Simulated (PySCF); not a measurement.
Input file for PySCF: D3(BJ) and D4 dispersion corrections on C2H8 (a complex).

```python
from pyscf import gto
from pyscf.dispersion import dftd3, dftd4

mol = gto.M(
    atom='''
    C     0.04221449   -0.11211833    0.06518686
    H    -0.06439398   -1.09325900    0.52546081
    H     0.07891513   -0.21940730   -1.01807791
    H    -0.80741849    0.51078816    0.34105329
    H     0.96164519    0.35402960    0.41628357
    C    -0.04219747    0.11208632    3.73483223
    H    -0.25845007    1.07550144    3.27557797
    H    -0.79345242   -0.61283640    3.42489434
    H     0.94191785   -0.22788105    3.41568132
    H    -0.05874365    0.21301600    4.81919287
    ''',
    basis='def2-svp',
    charge=0, spin=0, verbose=0, max_memory=1800)
d3, d4 = {}, {}
for xc in ['hf', 'pbe', 'blyp', 'revpbe', 'tpss', 'r2scan', 'b3lyp', 'pbe0', 'bhlyp', 'camb3lyp', 'b2plyp']:
    d3[xc] = float(dftd3.DFTD3Dispersion(mol, xc=xc, version='d3bj', atm=False).get_dispersion()['energy'])
    print(f'D3(BJ) {xc:10s} {d3[xc]:14.8f} Eh')
for xc in ['hf', 'pbe', 'blyp', 'revpbe', 'tpss', 'r2scan', 'b3lyp', 'pbe0', 'bhlyp', 'camb3lyp', 'b2plyp']:
    d4[xc] = float(dftd4.DFTD4Dispersion(mol, xc={'camb3lyp': 'cam-b3lyp'}.get(xc, xc), atm=True).get_dispersion()['energy'])
    print(f'D4     {xc:10s} {d4[xc]:14.8f} Eh')
```

It printed:

```
D3(BJ) hf            -0.02934879 Eh
D3(BJ) pbe           -0.00336644 Eh
D3(BJ) blyp          -0.00651680 Eh
D3(BJ) revpbe        -0.00875750 Eh
D3(BJ) tpss          -0.00405659 Eh
D3(BJ) r2scan        -0.00100206 Eh
D3(BJ) b3lyp         -0.00528310 Eh
D3(BJ) pbe0          -0.00279338 Eh
D3(BJ) bhlyp         -0.00387688 Eh
D3(BJ) camb3lyp      -0.00234628 Eh
D3(BJ) b2plyp        -0.00230726 Eh
D4     hf            -0.01022153 Eh
D4     pbe           -0.00267280 Eh
D4     blyp          -0.00581423 Eh
D4     revpbe        -0.00984374 Eh
D4     tpss          -0.00357988 Eh
D4     r2scan        -0.00078048 Eh
D4     b3lyp         -0.00410856 Eh
D4     pbe0          -0.00226303 Eh
D4     bhlyp         -0.00269414 Eh
D4     camb3lyp      -0.00223798 Eh
D4     b2plyp        -0.00188228 Eh
```

The run finished.

Cost: very roughly 0.010 core-seconds.
